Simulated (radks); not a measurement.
Charge is removed step by step from the 5s down level of neutral antimony, starting from [Kr] 4d10 5s(up 1, down 1) 5p3. Method: scalar-relativistic Kohn-Sham, r2SCAN, spin-polarised, spherical densities, finite nucleus; open shells are filled with parallel spins first (spin-orbit coupling, left out, can overturn this in heavy ions); meta-GGA in the generalised Kohn-Sham scheme; Fermi nuclear charge, rms radius 4.6802 fm; computed with a radial shooting solver on a logarithmic mesh with Libxc functionals.

| removed (e) | E - E(0) (eV) | eigenvalue (eV) | E minus straight line (eV) |
|---|---|---|---|
| 0 | 0.000 | -11.520 | 0.000 |
| 0.25 | 3.084 | -13.171 | -0.634 |
| 0.5 | 6.586 | -14.848 | -0.849 |
| 0.75 | 10.508 | -16.558 | -0.645 |
| 1 | 14.871 | -18.329 | 0.000 |

Removing the whole electron costs 14.871 eV by Delta-SCF, against 11.520 eV from minus the eigenvalue at the starting occupation. Slater's transition state (half an electron removed) gives 14.848 eV. Integrating minus the eigenvalue over the occupation (Janak's theorem) gives 14.872 eV. In this scalar-relativistic scheme the density is built from large components alone, so the theorem holds only approximately. The mean slope of the eigenvalue, de/dn, is 6.81 eV per electron.
